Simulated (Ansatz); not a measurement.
A search over several starts for the lowest SCF solution of the cluster ZrGe12⁺ at the given spin, in a small basis.

```yaml
crystal:
  periodic: [false, false, false]
  atoms:
    - {symbol: Zr, position_ang: [0.512839, -0.103994, 0.692891]}
    - {symbol: Ge, position_ang: [-1.761087, -0.042530, -1.379786]}
    - {symbol: Ge, position_ang: [-0.434127, 2.095234, -0.864200]}
    - {symbol: Ge, position_ang: [1.779473, 2.568665, 0.161416]}
    - {symbol: Ge, position_ang: [-1.895271, 1.799556, 1.253950]}
    - {symbol: Ge, position_ang: [-0.959015, 0.176421, 2.979443]}
    - {symbol: Ge, position_ang: [-0.813779, -2.475572, -0.201077]}
    - {symbol: Ge, position_ang: [3.333270, 0.345240, -0.175050]}
    - {symbol: Ge, position_ang: [0.328204, -0.863006, -2.627832]}
    - {symbol: Ge, position_ang: [-2.815654, -0.673899, 0.933435]}
    - {symbol: Ge, position_ang: [1.891899, 1.109711, -2.098216]}
    - {symbol: Ge, position_ang: [2.100004, -1.712183, -1.003763]}
    - {symbol: Ge, position_ang: [-1.266747, -2.223643, 2.328788]}
basis:
  gaussian: {orbitals: def2-SVP, fitting: {mean_field: def2-universal-jkfit}, initial_orbitals: start.molden}
total_charge: 1
magnetization: {spin_polarized: true, initial_magnetization: 1}
hamiltonian: {xc: pbe, dispersion: d4}
output: {orbitals: {seedname: orbitals}}
```

The file start.molden holds the orbitals of an earlier run on this structure, at another level or in another basis.

```sh
$ ansatz run in.yaml --threads 2 --pin off --events-out ev --progress --plain --max-ram 32768MiB --backend cuda --devices 0, --max-vram 18GiB
```

It prints (some lines left out):

```
Functional definition: PBE
3447 factors; integrals over basis functions are off by at most 1.8e-2 eV
mean field evaluation 1: about -679202.9066 eV, gradient 2.8e2 eV
mean field evaluation 2: about -679232.3966 eV, gradient 4.2e1 eV
mean field evaluation 4: about -679284.8687 eV, gradient 2.0e1 eV
mean field evaluation 8: about -679315.7168 eV, gradient 2.8e0 eV
mean field evaluation 16: about -679262.7532 eV, gradient 1.1e2 eV
mean field evaluation 32: about -679315.9328 eV, gradient 1.3e-1 eV
mean field evaluation 64: about -679314.6215 eV, gradient 5.7e0 eV
mean field evaluation 96: about -679315.0659 eV, gradient 2.2e0 eV
mean field evaluation 128: about -679315.6323 eV, gradient 1.8e0 eV
mean field -679315.93293093 eV, -24964.4000783345 hartree, gradient 1.6e-5 eV, S^2 0.760324; 9 other end points of the search recorded, 0 dependent functions left out
reference -679315.93297837 eV, -24964.4000800778 hartree; 198, 197 occupied and 217, 218 virtual orbitals, 3447 factors
Total energy: -679317.42936139 eV, -24964.4550711393 hartree
```

Run time 34 s (2 threads of AMD EPYC 7R13 on a shared host and a share (18 GiB) of an NVIDIA H100 80GB HBM3), peak host memory 1.3 GiB.

In the def2 sets Zr takes a core potential; there is no spin–orbit coupling. Single mean-field runs in def2-SVP are fitted with def2-universal-jkfit. Another isomer (doublet) lies 0.07 eV lower at PBE0-D4/def2-TZVP; other spin states weren't run for this one.
